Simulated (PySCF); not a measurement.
H₃GeN, singlet, at a GFN2-xTB geometry; CASSCF(8,6)/def2-SVP (PySCF).

The PySCF input:
```python
from pyscf import gto, scf, mcscf
import numpy

mol = gto.Mole()
mol.atom = '''
    Ge   -0.12866056    0.23644801    0.31424114
    H    -0.47589585    1.37378216   -0.81315972
    N     0.46633319   -0.90698766   -0.94120112
    H     0.51098226   -0.76463384   -1.93831145
    H     0.81771922   -1.82657113   -0.71583748
'''
mol.basis = 'def2-svp'
mol.verbose = 4
mol.build()

mf = scf.RHF(mol)
mf.kernel()
mc = mcscf.CASSCF(mf, 6, 8)
mc.fix_spin_(ss=0.0)
mc.kernel()
occ = numpy.linalg.eigvalsh(mc.fcisolver.make_rdm1(mc.ci, mc.ncas, mc.nelecas))[::-1]
ss = mc.fcisolver.spin_square(mc.ci, mc.ncas, mc.nelecas)[0]
print('natural occupations', occ.round(4), ' <S^2>', round(ss, 4))
```

What the program printed (banner, timings and long lists left out):

```
PySCF version 2.14.0

[INPUT] verbose = 4
[INPUT] num. atoms = 5
[INPUT] num. electrons = 42
[INPUT] charge = 0
[INPUT] spin (= nelec alpha-beta = 2S) = 0
[INPUT] symmetry False subgroup None
[INPUT] Mole.unit = angstrom
[INPUT] Symbol           X                Y                Z      unit          X                Y                Z       unit  Magmom
[...]
nuclear repulsion = 99.1729089457268
number of shells = 27
number of NR pGTOs = 119
number of NR cGTOs = 61
basis = def2-svp
ecp = {}

******** <class 'pyscf.scf.hf.RHF'> ********
method = RHF
initial guess = minao
damping factor = 0
level_shift factor = 0
DIIS = <class 'pyscf.scf.diis.CDIIS'>
diis_start_cycle = 1
diis_space = 8
diis_damp = 0
SCF conv_tol = 1e-09
SCF conv_tol_grad = None
SCF max_cycles = 50
direct_scf = True
direct_scf_tol = 1e-13
Set gradient conv threshold to 3.16228e-05
Initial guess from minao.
init E= -2130.44457742066
[...]
cycle= 1 E= -2131.22439012361  delta_E= -0.78  |g|= 0.237  |ddm|= 2.07
[...]
cycle= 2 E= -2131.24087837824  delta_E= -0.0165  |g|=  0.1  |ddm|= 0.342
[...]
cycle= 3 E= -2131.24303413799  delta_E= -0.00216  |g|= 0.0383  |ddm|= 0.109
[...]
cycle= 4 E= -2131.24346382385  delta_E= -0.00043  |g|= 0.00488  |ddm|= 0.0622
[...]
cycle= 5 E= -2131.24348245287  delta_E= -1.86e-05  |g|= 0.0024  |ddm|= 0.016
[...]
cycle= 6 E= -2131.24348559543  delta_E= -3.14e-06  |g|= 0.00084  |ddm|= 0.00557
[...]
cycle= 7 E= -2131.24348636789  delta_E= -7.72e-07  |g|= 0.000296  |ddm|= 0.00297
[...]
cycle= 8 E= -2131.24348644741  delta_E= -7.95e-08  |g|= 6.63e-05  |ddm|= 0.0008
[...]
cycle= 9 E= -2131.24348645179  delta_E= -4.38e-09  |g|= 1e-05  |ddm|= 0.000225
[...]
cycle= 10 E= -2131.24348645189  delta_E= -9.6e-11  |g|= 1.34e-06  |ddm|= 3.53e-05
[...]
Extra cycle  E= -2131.24348645189  delta_E= 9.09e-13  |g|= 5.19e-07  |ddm|= 3.38e-06
converged SCF energy = -2131.24348645189

******** <class 'pyscf.mcscf.mc1step.CASSCF'> ********
CAS (4e+4e, 6o), ncore = 17, nvir = 38
max_cycle_macro = 50
max_cycle_micro = 4
conv_tol = 1e-07
conv_tol_grad = None
orbital rotation max_stepsize = 0.02
orbital rotation threshold for CI restart = 0.01
augmented hessian ah_max_cycle = 30
augmented hessian ah_conv_tol = 1e-12
augmented hessian ah_linear dependence = 1e-14
augmented hessian ah_level shift = 1e-08
augmented hessian ah_start_tol = 2.5
augmented hessian ah_start_cycle = 3
augmented hessian ah_grad_trust_region = 3
kf_trust_region = 3
kf_interval = 4
ci_response_space = 4
ci_grad_trust_region = 3
[...]
CASCI E = -2131.25345114719  S^2 = 0.0000000
[...]
macro iter  35 ( 12 JK    3 micro), CASSCF E = -2131.29135595605  dE =  1.10421402e-05  S^2 = 0.0000000
               |grad[o]|=0.000162  |grad[c]|=0.0024  |ddm|=0.000103  |maxRot[o]|=0.025
macro iter  36 ( 23 JK    4 micro), CASSCF E = -2131.29135461112  dE =  1.34493257e-06  S^2 = 0.0000000
               |grad[o]|=0.000376  |grad[c]|=0.00124  |ddm|=4.64e-05  |maxRot[o]|=0.00961
macro iter  37 ( 13 JK    2 micro), CASSCF E = -2131.29135899428  dE = -4.38316192e-06  S^2 = 0.0000000
               |grad[o]|=0.000295  |grad[c]|=0.000397  |ddm|=2.69e-05  |maxRot[o]|=0.00872
macro iter  38 ( 21 JK    4 micro), CASSCF E = -2131.29135675323  dE =  2.24104497e-06  S^2 = 0.0000000
               |grad[o]|=0.000219  |grad[c]|=0.00147  |ddm|=4.47e-05  |maxRot[o]|=0.0155
macro iter  39 ( 14 JK    2 micro), CASSCF E = -2131.29136038432  dE = -3.63108938e-06  S^2 = 0.0000000
               |grad[o]|=0.000251  |grad[c]|=0.000209  |ddm|=2.59e-05  |maxRot[o]|=0.00847
macro iter  40 (  7 JK    2 micro), CASSCF E = -2131.29136751702  dE = -7.13270310e-06  S^2 = 0.0000000
               |grad[o]|=0.000188  |grad[c]|=0.00136  |ddm|=0.000123  |maxRot[o]|=0.0178
macro iter  41 ( 12 JK    3 micro), CASSCF E = -2131.29135866929  dE =  8.84773317e-06  S^2 = 0.0000000
               |grad[o]|=0.000158  |grad[c]|=0.0019  |ddm|=9.21e-05  |maxRot[o]|=0.0222
macro iter  42 ( 19 JK    4 micro), CASSCF E = -2131.29136527254  dE = -6.60324804e-06  S^2 = 0.0000000
               |grad[o]|=0.000322  |grad[c]|=0.0015  |ddm|=6.03e-05  |maxRot[o]|=0.0167
macro iter  43 (  5 JK    1 micro), CASSCF E = -2131.29136931275  dE = -4.04020966e-06  S^2 = 0.0000000
               |grad[o]|=0.000137  |grad[c]|=0.00186  |ddm|=8.47e-05  |maxRot[o]|=0.0212
macro iter  44 (  8 JK    1 micro), CASSCF E = -2131.29136951649  dE = -2.03735908e-07  S^2 = 0.0000000
               |grad[o]|=8.91e-05  |grad[c]|=0.000314  |ddm|=6.01e-05  |maxRot[o]|=0.00394
macro iter  45 (  6 JK    1 micro), CASSCF E = -2131.29136952829  dE = -1.18002390e-08  S^2 = 0.0000000
               |grad[o]|=6.3e-05  |grad[c]|=8.29e-05  |ddm|=4.05e-05  |maxRot[o]|=0.00113
1-step CASSCF converged in  45 macro (506 JK 114 micro) steps
CASSCF canonicalization
Density matrix diagonal elements [1.99860958 1.97774018 1.96023686 1.9984734  0.04054536 0.02439461]
CASSCF energy = -2131.29136952829
CASCI E = -2131.29136952829  E(CI) = -16.8438406349437  S^2 = 0.0000000
natural occupations [1.9997 1.9986 1.9766 1.9655 0.0353 0.0243]  <S^2> 0.0
```
